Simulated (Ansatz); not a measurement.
Relaxation of CH$_{6}$BFO (10 atoms, charge 0, multiplicity 1), to a largest force component of 0.03 eV/Å in at most 50 steps.

Theory: RKS PBE0/6-31G* (Ansatz 0.2.0).

```xyz
10
Properties=species:S:1:pos:R:3:forces:R:3
B 0.050 -0.467 -0.438 -0.13 -0.98 -0.31
C -0.042 -0.151 2.356 0.09 -0.08 0.19
H -0.929 -0.245 2.983 -0.08 -0.06 0.05
H 0.849 -0.146 2.989 -0.01 -0.01 -0.02
H -0.101 0.798 1.818 0.02 -0.05 -0.04
H 1.122 0.044 -0.423 0.05 0.03 -0.04
F -1.053 0.269 -0.573 0.03 -0.01 -0.03
O -0.045 -1.840 -0.389 0.11 0.89 -0.24
H -0.969 -2.121 -0.417 -0.06 -0.02 -0.02
H 0.015 -1.007 1.666 -0.02 0.30 0.44
```

Task: Where does it end, and by what steps?

Result: The run converged. The force dipped under the threshold on the way, but the program's further checks kept it going. After 48 steps the energy has fallen by 0.215 eV; H6 moved furthest, 2.27 Å.

```json
{"step": "0", "energy less start (eV)": "0.0000", "largest force component (eV/Å)": "0.979", "accepted": "yes"}
{"step": "2", "energy less start (eV)": "-0.1561", "largest force component (eV/Å)": "0.436", "accepted": "yes"}
{"step": "4", "energy less start (eV)": "-0.1693", "largest force component (eV/Å)": "0.222", "accepted": "yes"}
{"step": "6", "energy less start (eV)": "-0.1755", "largest force component (eV/Å)": "0.037", "accepted": "yes"}
{"step": "8", "energy less start (eV)": "-0.1782", "largest force component (eV/Å)": "0.090", "accepted": "yes"}
{"step": "10", "energy less start (eV)": "-0.1820", "largest force component (eV/Å)": "0.090", "accepted": "yes"}
{"step": "12", "energy less start (eV)": "-0.1837", "largest force component (eV/Å)": "0.018", "accepted": "yes"}
{"step": "14", "energy less start (eV)": "-0.1854", "largest force component (eV/Å)": "0.067", "accepted": "yes"}
{"step": "16", "energy less start (eV)": "-0.1868", "largest force component (eV/Å)": "0.110", "accepted": "yes"}
{"step": "18", "energy less start (eV)": "-0.1876", "largest force component (eV/Å)": "0.141", "accepted": "yes"}
{"step": "20", "energy less start (eV)": "-0.1899", "largest force component (eV/Å)": "0.051", "accepted": "yes"}
{"step": "22", "energy less start (eV)": "-0.1904", "largest force component (eV/Å)": "0.299", "accepted": "yes"}
{"step": "24", "energy less start (eV)": "-0.1937", "largest force component (eV/Å)": "0.229", "accepted": "yes"}
{"step": "26", "energy less start (eV)": "-0.1943", "largest force component (eV/Å)": "0.197", "accepted": "no"}
{"step": "28", "energy less start (eV)": "-0.1980", "largest force component (eV/Å)": "0.090", "accepted": "yes"}
{"step": "30", "energy less start (eV)": "-0.2007", "largest force component (eV/Å)": "0.116", "accepted": "yes"}
{"step": "32", "energy less start (eV)": "-0.2023", "largest force component (eV/Å)": "0.268", "accepted": "yes"}
{"step": "34", "energy less start (eV)": "-0.2073", "largest force component (eV/Å)": "0.134", "accepted": "yes"}
{"step": "36", "energy less start (eV)": "-0.2103", "largest force component (eV/Å)": "0.048", "accepted": "yes"}
{"step": "38", "energy less start (eV)": "-0.2106", "largest force component (eV/Å)": "0.126", "accepted": "yes"}
{"step": "40", "energy less start (eV)": "-0.2121", "largest force component (eV/Å)": "0.132", "accepted": "yes"}
{"step": "42", "energy less start (eV)": "-0.2134", "largest force component (eV/Å)": "0.032", "accepted": "yes"}
{"step": "44", "energy less start (eV)": "-0.2133", "largest force component (eV/Å)": "0.187", "accepted": "no"}
{"step": "46", "energy less start (eV)": "-0.2145", "largest force component (eV/Å)": "0.067", "accepted": "yes"}
{"step": "48", "energy less start (eV)": "-0.2147", "largest force component (eV/Å)": "0.028", "accepted": "yes"}
```

```xyz
10
Properties=species:S:1:pos:R:3
B 0.051 -0.530 -1.207
C -0.208 -0.275 2.747
H -1.168 -0.795 2.676
H -0.162 0.246 3.706
H -0.114 0.454 1.939
H 0.211 -0.643 -2.383
F 0.078 0.686 -0.652
O -0.149 -1.621 -0.445
H -0.257 -1.391 0.489
H 0.613 -0.996 2.701
```

The run took 2.4 min on 1 thread of Arm Neoverse V1 (shared host), peak memory 0.16 GiB.
